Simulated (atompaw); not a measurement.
Cr: PAW (atompaw) pseudisation with PBEsol, scalar-relativistic reference atom.

The input file (atompaw 4.2.0.5):

```
Cr 24
GGA-PBESOL scalarrelativistic loggrid 1500 logderivrange -5 5 251
4 4 3 0 0 0
4 0 0.5
4 1 0
3 2 5.5
0 0 0
c
c
c
v
c
v
v
v
3
3.00 2.90 2.50 2.65
y
0.25
n
n
y
1.1
n
y
0.3
y
0.95
n
custom rrkj gramschmidtortho sinc
bessel
3.00
3.00
1.30
3.00
1.60
1.60
2.45
3.00
PWSCFOUT
UPFDX 0.0125d0 UPFXMIN -7.d0 UPFZMESH 24.d0
END
```

Command:

```bash
atompaw < Cr.input > Cr.log
```

Output (summary file):

```
Completed calculations for Cr (AE)

 Exchange-correlation type: GGA, Perdew-Burke-Ernzerhof modified (PBEsol)

 Radial integration grid is logarithmic
 r0 =   3.4351539E-04 h =   8.2443693E-03   n =      1500 rmax =   8.0000000E+01

 Scalar relativistic calculation

 AEatom converged in  36 iterations
   nz     =  24.00
   delta  =       1.996926348301E-14

 All Electron Orbital energies:
  n  l      occupancy      energy
  1  0      2.0000000E+00 -4.3166516E+02
  2  0      2.0000000E+00 -4.8868161E+01
  3  0      2.0000000E+00 -5.3238017E+00
  4  0      5.0000000E-01 -2.7262985E-01
  2  1      6.0000000E+00 -4.1075109E+01
  3  1      6.0000000E+00 -3.2374918E+00
  4  1      0.0000000E+00 -6.1028627E-02
  3  2      5.5000000E+00 -1.4288879E-01

 Total energy
   Total                    :    -2098.85270645209130

 ---
 Completed calculations for Cr (SC)

 Exchange-correlation type: GGA, Perdew-Burke-Ernzerhof modified (PBEsol)

 Radial integration grid is logarithmic
 r0 =   3.4351539E-04 h =   8.2443693E-03   n =      1500 rmax =   8.0000000E+01

 Scalar relativistic calculation

 SCatom converged in   5 iterations
   nz     =  24.00
   delta  =       1.581973723758E-17

 Valence Electron Orbital energies:
  n  l      occupancy      energy
   4  0      5.0000000E-01 -2.7262985E-01
   3  1      6.0000000E+00 -3.2374918E+00
   4  1      0.0000000E+00 -6.1028626E-02
   3  2      5.5000000E+00 -1.4288879E-01

 Total energy
   Total                    :    -2098.85270643951935
   Valence                  :     -195.57847251058934

 PAW parameters:
       lmax =            3
         rc =    3.0061424621967801
        irc =         1102
   rc_shape =    2.9086131139067763
    rc_vloc =    2.5074312765662286
    rc_core =    2.6564140210048270
   Vloc: truncated form - Vps(r)=A.sin(qr)/r for r<rc
   Projector type: RRKJ pseudization + Gram-Schmidt ortho.
   Sinc^2 compensation charge shape zeroed at   2.9086E+00

 Number of basis functions     8
 No.   n  nodes  l      Energy         Cp coeff         Occ
  1    4    3    0   -0.2726298E+00  0.1000000E+01  0.5000000E+00
  2  999    4    0    0.2500000E+00  0.1491953E-01  0.0000000E+00
  3    3    1    1   -0.3237492E+01  0.1000000E+01  0.6000000E+01
  4    4    2    1   -0.6102863E-01  0.8686658E+00  0.0000000E+00
  5    3    0    2   -0.1428888E+00  0.1000000E+01  0.5500000E+01
  6  999    1    2    0.1100000E+01  0.1016017E+00  0.0000000E+00
  7  999    0    3    0.3000000E+00  0.1000000E+01  0.0000000E+00
  8  999    1    3    0.9500000E+00  0.2566343E-01  0.0000000E+00

 Eigenvalues of overlap operator (in the basis of projectors):
    1        1.99628103E-01
    2        7.92713130E-01
    3        1.34388589E+00
    4        1.59177356E+00
    5        1.30113331E+01
    6        1.97654281E+01
    7        2.96524636E+01
    8        1.64557559E+03

 Orbital leakage outside PAW augmentation regions
   orb  is_core?  %out_of_sphere
   1 0    T           0.00
   2 0    T           0.00
   3 0    T           0.01
   4 0    F          58.67
   2 1    T           0.00
   3 1    F           0.07
   4 1    F          86.78
   3 2    F          11.00

 Summary of PAW energies
   Total valence energy     :   -195.57847328897583
   Smooth energy            :     34.88366143039703
   One center               :   -230.46213471937287
   Smooth kinetic           :     51.79008491897038
   Vloc energy              :     -7.20442284977798
   Smooth exch-corr         :    -11.86810996557420
   One-center xc            :    -83.26442978973152
```

The run took about 9.9 s on one core of a shared server CPU.
